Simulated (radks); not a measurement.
Initial-state core-level shifts of the cerium ion Ce+ when its valence configuration changes from [Xe] 4f1 5d2. Calculated with a radial shooting solver on a logarithmic mesh with Libxc functionals: scalar-relativistic Kohn-Sham, PBEsol, spin-polarised, spherical densities, finite nucleus; open shells are filled with parallel spins first (spin-orbit coupling, left out, can overturn this in heavy ions); Fermi nuclear charge, rms radius 4.8771 fm. Shifts are changes of the shell-averaged eigenvalues in eV (positive: less bound); the change of the density at the nucleus, which sets a Mossbauer isomer shift, is in e/bohr^3, on a base of 3.971e+05.

valence,3d,4s,4p,5s,density at nucleus
4f0.5 5d2 6p0.5,-6.017,-5.668,-5.549,-3.247,+12.66
4f3,+11.313,+10.774,+10.495,+4.700,-29.08
4f1 5d1.5 6p0.5,-1.619,-1.610,-1.611,-1.591,+1.19
4f1 5d1 6s1,-2.188,-2.163,-2.166,-2.110,+25.88
4f2 5d1,+7.225,+6.820,+6.639,+2.999,-18.41
4f2 6s1,+5.476,+5.069,+4.879,+1.137,+3.74
5d2 6p1,-12.533,-11.725,-11.467,-6.579,+26.86
4f1 5d1 6p1,-3.268,-3.244,-3.247,-3.187,+2.63
4f0.5 6p2.5,-13.047,-12.574,-12.450,-9.728,+20.76
